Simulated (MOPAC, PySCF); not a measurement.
H$_{6}$AlBrSi$_{2}$, SMILES `[Al]([SiH3])([SiH3])[Br]`, neutral singlet in the gas phase. 

Z-matrix (Å, degrees):
```
Al
Br 1 2.2841
Si 1 2.4539 2 115.37
H 3 1.4845 1 111.38 2 40.80
H 3 1.4857 4 108.45 1 -123.37
H 3 1.4871 4 108.03 5 -116.44
Si 1 2.4539 2 114.92 3 -178.79
H 7 1.4855 1 112.11 2 -179.18
H 7 1.4857 8 108.12 1 -121.86
H 7 1.4860 8 108.06 9 -116.61
```
Charge 0, multiplicity 1.

All levels are single points at this geometry (B3LYP-D3(BJ)/def2-TZVP); Pople sets use spherical d functions. Orbital energies aren't observables, and empty levels follow the basis.

M06-2X/def2-TZVP in PySCF gives HOMO (eV) = -8.19.

Q: Estimate the HOMO (eV) from each of these levels: M06-2X/6-31G* in PySCF; PBE/6-31G* in PySCF; SVWN5/6-31G* in PySCF; HF/STO-3G in PySCF; PM6 in MOPAC.

A: 
| level | HOMO (eV) |
|---|---|
| M06-2X/6-31G* in PySCF | -8.20 |
| PBE/6-31G* in PySCF | -6.21 |
| SVWN5/6-31G* in PySCF | -6.27 |
| HF/STO-3G in PySCF | -6.79 |
| PM6 in MOPAC | -9.43 |
